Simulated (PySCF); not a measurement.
C5H9B, SMILES CB1C=CCC1. Atoms are numbered in the order given.

```xyz
15

C      2.3551     0.1800     0.1022
B      0.7917     0.0842    -0.0024
C     -0.2093     1.2207    -0.3406
C     -1.4674     0.7231    -0.2628
C     -1.5562    -0.7309     0.1142
C     -0.0939    -1.2052     0.2754
H      2.5926     0.5456     1.1215
H      2.7954     0.9143    -0.5922
H      2.8751    -0.7844    -0.0127
H     -0.0176     2.2654    -0.6046
H     -2.3801     1.3038    -0.4512
H     -2.1135    -1.2967    -0.6553
H     -2.1488    -0.8493     1.0405
H      0.1625    -2.0106    -0.4372
H      0.1057    -1.6351     1.2734
```

The structure is a stationary point at B3LYP-D3(BJ)/def2-SVP. The values are those of a single conformer.

These are PySCF with ωB97X/def2-TZVP values and carry that method's errors.

Gas-phase values at a fixed geometry.

* **total energy**: -220.81427 hartree
* **highest occupied level**: -9.88 eV
* **lowest empty level**: 1.20 eV
* **orbital gap**: 11.08 eV
* **dipole moment**: 0.67 D
* **quadrupole, principal values (traceless, Buckingham form, about the centre of nuclear charge)**: -0.97, -0.16, 1.14 D·Å
* **mean static polarisability**: 70.4 bohr³ (10.44 Å³)
* **polarisability, principal values**: 53.3, 70.4, 87.5 bohr³
